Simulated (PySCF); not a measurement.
C2H2BF2N, SMILES F[C@@H]1N=CB1F.

Geometry: PBE0-D3(BJ)/def2-SVP. The structure was generated by enumeration; whether it is a known compound was not checked.

Method: PySCF with PBE/def2-TZVP.

Isolated molecule, no solvent.

* **total energy**: -356.45589 hartree
* **highest occupied level**: -6.63 eV
* **lowest empty level**: -3.12 eV
* **orbital gap**: 3.52 eV
* **dipole moment**: 2.30 D
* **quadrupole, principal values (traceless, Buckingham form, about the centre of nuclear charge)**: -6.46, 1.66, 4.80 D·Å
* **mean static polarisability**: 42.3 bohr³ (6.26 Å³)
* **polarisability, principal values**: 32.0, 45.6, 49.1 bohr³
